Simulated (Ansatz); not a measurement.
Computed with Ansatz on PBE0-D4/def2-TZVP structures; ΔE is electronic, products minus reactants. CCSD(T)/CBS is the MP2 limit (def2-TZVPP, def2-QZVPP) plus CCSD(T) − MP2 in def2-TZVPP, frozen cores. This one scheme is used for every species. Functionals use def2-TZVPP. HSE06 is defined as in plane-wave codes. For As outer-core shells are correlated without core-valence functions, which leaves a few kJ/mol of doubt a bond. Scalar relativity is left out up to krypton. One conformer a species, not always the lowest.

Reaction (cleavage of the As–B bond): `[SiH3]CB[AsH2]` + `N[SiH3]` → `[SiH3]N[AsH2]` + `BC[SiH3]`

`[SiH3]CB[AsH2]`:

Cartesian coordinates in Å:
```
Si 1.350 0.682 1.022
C 0.021 -0.631 0.709
B -0.255 -0.665 -0.803
As -1.522 0.601 -1.720
H 0.825 2.030 0.683
H 1.732 0.658 2.458
H 2.558 0.416 0.199
H -0.828 -0.335 1.332
H 0.453 -1.563 1.089
H 0.435 -1.327 -1.525
H -2.674 0.527 -0.737
H -2.095 -0.394 -2.708
```

`N[SiH3]`:

Z-matrix (Å, degrees):
```
Si
N 1 1.720
H 1 1.486 2 107.9
H 1 1.494 2 116.0 3 -120.3
H 1 1.486 2 107.9 3 119.4
H 2 1.007 1 119.6 3 -168.6
H 2 1.007 1 119.6 3 49.2
```

`[SiH3]N[AsH2]`:

Z-matrix (Å, degrees):
```
Si
N 1 1.720
H 1 1.487 2 108.3
H 1 1.491 2 112.7 3 120.6
H 1 1.487 2 109.5 3 -120.2
As 2 1.845 1 125.8 3 177.4
H 2 1.006 1 119.8 3 -18.8
H 6 1.528 2 96.8 1 -52.1
H 6 1.533 2 98.4 1 39.9
```

`BC[SiH3]`:

Cartesian coordinates in Å:
```
B -0.363 1.323 -0.675
C 0.493 0.052 -0.666
Si -0.042 -0.941 0.859
H -1.438 1.332 -1.203
H -0.002 2.305 -0.092
H 1.565 0.216 -0.522
H 0.318 -0.629 -1.504
H -1.472 -1.329 0.762
H 0.784 -2.174 0.938
H 0.156 -0.154 2.103
```

```
          level  ΔE (kJ/mol)  difference from CCSD(T)/CBS
    LDA (SPW92)         68.1                         10.3
        BLYP-D4         50.2                         -7.6
     r2SCANh-D4         60.9                          3.1
     r2SCAN0-D4         60.9                          3.1
       HSE06-D4         61.7                          3.9
   CAM-B3LYP-D4         49.8                         -8.0
        ωB97M-V         51.5                         -6.3
       PBE-QIDH         59.1                          1.3
        r2SCANh         60.6                          2.8
        r2SCAN0         60.5                          2.7
    HF/def2-SVP         42.6                        -15.2
   MP2/def2-SVP         57.0                         -0.8
CCSD/def2-TZVPP         53.4                         -4.4
  HF/def2-QZVPP         38.2                        -19.6
   HF/CBS(def2)         38.0                        -19.8
 CCSD/CBS(def2)         56.1                         -1.7
    CCSD(T)/CBS         57.8                            0
```

Largest T1 diagnostic among the species: 0.013.

In def2-TZVPP, CCSD(T) changes the Hartree–Fock value by +15.1 kJ/mol (the triples alone add +1.7 kJ/mol) and MP2 by +16.3 kJ/mol. Leaving LDA and LC-ωPBE aside and taking each functional with its dispersion term where it has one, the values, not all of them listed here, spread over 13.0 kJ/mol, from BHLYP-D4 to PBE-D4. LDA lies +6.4 kJ/mol from PBE without D4.
